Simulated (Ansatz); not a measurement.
`NCN` and `[NH2][GeH2][NH2]` differ in one element.

Ansatz, PBE0-D4/def2-TZVP geometries, multiplicity 1. Each molecule was computed in one conformer, which needn't be the lowest.

Scalar relativity is left out up to krypton.

```json
{"property": "HOMO energy (ωB97M-V/def2-TZVPP) / eV", "`NCN`": "-9.32"}
{"property": "HOMO energy (B3LYP/def2-TZVPP) / eV", "`NCN`": "-6.66"}
{"property": "HOMO–LUMO gap (PBE/def2-TZVPP) / eV", "`NCN`": "5.55"}
{"property": "HOMO energy (PBE/def2-TZVPP) / eV", "`NCN`": "-5.37"}
{"property": "HOMO–LUMO gap (PBE0/def2-TZVPP) / eV", "`NCN`": "7.88"}
{"property": "LUMO energy (PBE0/def2-TZVPP) / eV", "`NCN`": "0.99"}
```

(1) What does the change do to each property? (Estimate.)

Answers

(1) The calculation gave: 
```json
{"property": "HOMO energy (ωB97M-V/def2-TZVPP) / eV", "`[NH2][GeH2][NH2]`": "-9.62", "shift": "-0.30"}
{"property": "HOMO energy (B3LYP/def2-TZVPP) / eV", "`[NH2][GeH2][NH2]`": "-6.99", "shift": "-0.33"}
{"property": "HOMO–LUMO gap (PBE/def2-TZVPP) / eV", "`[NH2][GeH2][NH2]`": "5.78", "shift": "0.23"}
{"property": "HOMO energy (PBE/def2-TZVPP) / eV", "`[NH2][GeH2][NH2]`": "-5.79", "shift": "-0.42"}
{"property": "HOMO–LUMO gap (PBE0/def2-TZVPP) / eV", "`[NH2][GeH2][NH2]`": "8.04", "shift": "0.16"}
{"property": "LUMO energy (PBE0/def2-TZVPP) / eV", "`[NH2][GeH2][NH2]`": "0.80", "shift": "-0.19"}
```

With PBE0 the HOMO falls by 0.35 eV and the LUMO falls by 0.19 eV, so the gap widens by about 0.16 eV. PBE moves the HOMO by -0.42 eV and ωB97M-V by -0.30 eV.

B3LYP here is the variant with VWN-RPA as its local correlation; programs differ in this.
